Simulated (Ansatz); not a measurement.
CH6GeN2 at its PBE0-D4/def2-TZVP geometry, where that method's forces vanish. Total charge 0; spin multiplicity 1. The bonds changed during the relaxation, so this is another structure than the one it started from.

```xyz
10

N     0.8574   -1.0673    0.9508
C    -0.3926   -0.6500    0.7822
N    -0.7178    0.2352   -0.0917
Ge    0.6687    1.1203   -1.3458
H     1.5729   -0.6578    0.3542
H     1.0871   -1.7586    1.6381
H    -1.1396   -1.1035    1.4331
H    -1.6995    0.4654   -0.1195
H    -0.2917    0.8697   -2.5844
H     0.0551    2.5467   -1.0170
```

Q: What forces (eV/Å) does PBE-D4/def2-TZVPP give on these atoms in Ansatz 0.2.0? (Best estimate.)

A: Ansatz gave: 
```
N1   0.203 -0.121  0.084
C2  -0.176 -0.295  0.357
N3  -0.048  0.439 -0.460
Ge4  0.366 -0.087  0.012
H5   0.275  0.179 -0.252
H6   0.095 -0.249  0.245
H7  -0.157 -0.102  0.143
H8  -0.334  0.098 -0.030
H9  -0.129 -0.012 -0.125
H10 -0.095  0.151  0.027
```
